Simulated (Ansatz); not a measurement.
`N=[C]([SiH3])[GeH3]` → C• + Ge• + 7 H• + N• + Si•  (atomization)

Computed with Ansatz on PBE0-D4/def2-TZVP structures; ΔE is electronic, products minus reactants. CBS: MP2 limit from def2 TZ/QZ plus the TZ coupled-cluster correction, frozen cores. This one scheme is used for every species, atoms too. DFT in def2-TZVPP. B3LYP here is the variant with VWN-RPA as its local correlation; programs differ in this. No spin–orbit coupling; open shells (•) take unrestricted orbitals. Spin–orbit coupling would lower the free atoms: a little for C, Si; clearly for Ge. Bonds to Ge are less sure, by a few kJ/mol each and by 10 to 20 or more in all where they break to atoms, as the def2 sets lack core-valence functions. Scalar relativity is left out up to krypton. One conformer a species, not always the lowest.

`N=[C]([SiH3])[GeH3]`:

Cartesian coordinates in Å:
```
N -0.269 -1.141 1.429
C -0.056 -0.316 0.483
Si 0.848 1.289 0.920
Ge -0.634 -0.667 -1.384
H -0.760 -1.984 1.113
H 2.093 1.365 0.109
H 1.160 1.335 2.368
H -0.014 2.438 0.530
H -1.307 -2.053 -1.374
H -1.632 0.403 -1.856
H 0.572 -0.669 -2.338
```

```json
{"level": "PBE-D4", "ΔE (kcal/mol)": "832.1", "difference from CCSD(T)/CBS": "5.1"}
{"level": "r2SCAN-D4", "ΔE (kcal/mol)": "823.4", "difference from CCSD(T)/CBS": "-3.6"}
{"level": "B3LYP-D4", "ΔE (kcal/mol)": "826.5", "difference from CCSD(T)/CBS": "-0.5"}
{"level": "ωB97X-V", "ΔE (kcal/mol)": "831.4", "difference from CCSD(T)/CBS": "4.4"}
{"level": "B2PLYP", "ΔE (kcal/mol)": "815.0", "difference from CCSD(T)/CBS": "-12.0"}
{"level": "PBE", "ΔE (kcal/mol)": "826.5", "difference from CCSD(T)/CBS": "-0.5"}
{"level": "r2SCAN", "ΔE (kcal/mol)": "822.0", "difference from CCSD(T)/CBS": "-5.0"}
{"level": "B3LYP", "ΔE (kcal/mol)": "817.3", "difference from CCSD(T)/CBS": "-9.7"}
{"level": "MP2/def2-TZVPP", "ΔE (kcal/mol)": "805.1", "difference from CCSD(T)/CBS": "-21.9"}
{"level": "SCS-MP2/def2-TZVPP", "ΔE (kcal/mol)": "812.2", "difference from CCSD(T)/CBS": "-14.8"}
{"level": "CCSD(T)/def2-TZVPP", "ΔE (kcal/mol)": "806.2", "difference from CCSD(T)/CBS": "-20.8"}
{"level": "HF/def2-QZVPP", "ΔE (kcal/mol)": "583.9", "difference from CCSD(T)/CBS": "-243.1"}
{"level": "MP2/def2-QZVPP", "ΔE (kcal/mol)": "817.4", "difference from CCSD(T)/CBS": "-9.6"}
{"level": "SCS-MP2/def2-QZVPP", "ΔE (kcal/mol)": "826.9", "difference from CCSD(T)/CBS": "-0.1"}
{"level": "MP2/CBS(def2)", "ΔE (kcal/mol)": "825.9", "difference from CCSD(T)/CBS": "-1.1"}
{"level": "CCSD/CBS(def2)", "ΔE (kcal/mol)": "814.4", "difference from CCSD(T)/CBS": "-12.6"}
{"level": "CCSD(T)/CBS", "ΔE (kcal/mol)": "827.0", "difference from CCSD(T)/CBS": "0"}
```

Largest T1 diagnostic among the species: 0.013.

In def2-TZVPP, CCSD(T) changes the Hartree–Fock value by +223.4 kcal/mol (the triples alone add +12.5 kcal/mol) and MP2 by +222.3 kcal/mol; breaking electron pairs costs correlation energy, which Hartree–Fock lacks. The D4 term adds +9.2 kcal/mol with B3LYP and +4.8 kcal/mol with PBE0; it sums over pairs of atoms, weighted by their polarisabilities, and B3LYP, whose exchange is more repulsive, gets the larger term. From PBE to PBE0 (25 % exact exchange), in def2-TZVPP and without D4, ΔE moves by −12.3 kcal/mol: exact exchange takes away binding that semilocal exchange gives to molecules.

For atomizations the MP2-based limit and the directly extrapolated one differ by several kJ/mol either way, and by 10 to 25 for some Ge, Se and Sn compounds, so smaller differences from it don't rank the levels.
